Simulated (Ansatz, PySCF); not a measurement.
H₅Sn, SMILES [SnH5-], charge -1. Atoms are numbered in the order given.

```xyz
6

Sn    -0.0119    -0.0178     0.0067
H     -0.0059    -0.0157     1.8887
H     -0.0178    -0.0198    -1.8753
H      1.7617    -0.0234     0.0010
H     -0.8939     1.5209     0.0079
H     -0.9033    -1.5510     0.0113
```
Charge -1, spin multiplicity 1.

Coordinates come from a B3LYP-D3(BJ)/def2-TZVPD optimisation. The def2 effective core potentials stand for the cores of Sn; spin–orbit coupling is left out.

Two levels are set side by side: PBE-D3(BJ)/def2-TZVPD (Ansatz, an electronic-structure program) and B3LYP-D3(BJ)/def2-TZVPD (Ansatz). Each level has its own optimised geometry; the coordinates shown are those of the second. Frequencies come from the Hessian of PySCF at each geometry. Differences are taken from unrounded values.

| quantity | B3LYP-D3(BJ) | PBE-D3(BJ) | PBE-D3(BJ) minus B3LYP-D3(BJ) |
|---|---|---|---|
| mean bond length (Å) | 1.817 | 1.827 | 0.010 |
| bond Sn1–H2 (Å) | 1.882 | 1.889 | 0.007 |
| bond Sn1–H3 (Å) | 1.882 | 1.889 | 0.007 |
| bond Sn1–H4 (Å) | 1.774 | 1.786 | 0.012 |
| bond Sn1–H5 (Å) | 1.774 | 1.786 | 0.012 |
| bond Sn1–H6 (Å) | 1.774 | 1.786 | 0.012 |
| highest harmonic wavenumber (cm⁻¹) | 1677 | 1618 | -59 |
| mean harmonic wavenumber (cm⁻¹) | 1027 | 992 | -34 |
| zero-point energy (kcal/mol) | 17.61 | 17.02 | -0.59 |

Exact exchange shortens and stiffens bonds; PBE has none. Differences between two approximate levels are no errors against the true value.
